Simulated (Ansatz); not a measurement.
Species: SiBr (charge 0, doublet). 
Geometry from a B3LYP-D3(BJ)/def2-TZVP (Ansatz, an electronic-structure program) optimisation:
SMILES: Br[Si]
```xyz
2

Si     0.0000     0.0000    -1.6088
Br     0.0000     0.0000     0.6435
```
Charge 0, spin multiplicity 2.

Wanted: atomisation energy (electronic, to ground-state atoms), in kcal/mol. Valence correlation only, unless marked. UHF or UKS for open shells. No spin-orbit coupling. Frozen are the shells of the preceding noble gas and the d and f shells that filled before the atom's block. Non-relativistic. The coupled-cluster limit lacks core correlation, which all-electron functionals hold. CBS marks a two-point X^-3 extrapolation of the correlation energy; Hartree-Fock from the larger set.

```json
[
 {"level": "PBE-D4/def2-TZVPD", "program": "Ansatz + dftd4", "atomisation energy (kcal/mol)": "95.0"},
 {"level": "B3LYP-D4/def2-TZVPD", "program": "Ansatz + dftd4", "atomisation energy (kcal/mol)": "89.9"},
 {"level": "B3LYP/def2-TZVPD", "program": "Ansatz", "atomisation energy (kcal/mol)": "88.1"},
 {"level": "r2SCANh/def2-TZVPD", "program": "Ansatz", "atomisation energy (kcal/mol)": "?"},
 {"level": "HSE06-D4/def2-TZVPD", "program": "Ansatz + dftd4", "atomisation energy (kcal/mol)": "91.6"},
 {"level": "B2PLYP-D3(BJ)/def2-TZVPD", "program": "Ansatz + dftd3", "atomisation energy (kcal/mol)": "?"},
 {"level": "RPA@PBE/def2-QZVPP", "program": "Ansatz", "atomisation energy (kcal/mol)": "77.9"},
 {"level": "SCS-MP2/def2-TZVPP", "program": "Ansatz", "atomisation energy (kcal/mol)": "84.2"},
 {"level": "CCSD/6-31G", "program": "Ansatz", "atomisation energy (kcal/mol)": "54.8"},
 {"level": "CCSD(T)/CBS(def2-TZVPPD,def2-QZVPPD)", "program": "Ansatz", "atomisation energy (kcal/mol)": "?"}
]
```

Task: Fill in the missing entries.

Result: 
- r2SCANh/def2-TZVPD, atomisation energy (kcal/mol): 90.8
- B2PLYP-D3(BJ)/def2-TZVPD, atomisation energy (kcal/mol): 88.9
- CCSD(T)/CBS(def2-TZVPPD,def2-QZVPPD), atomisation energy (kcal/mol): 89.3
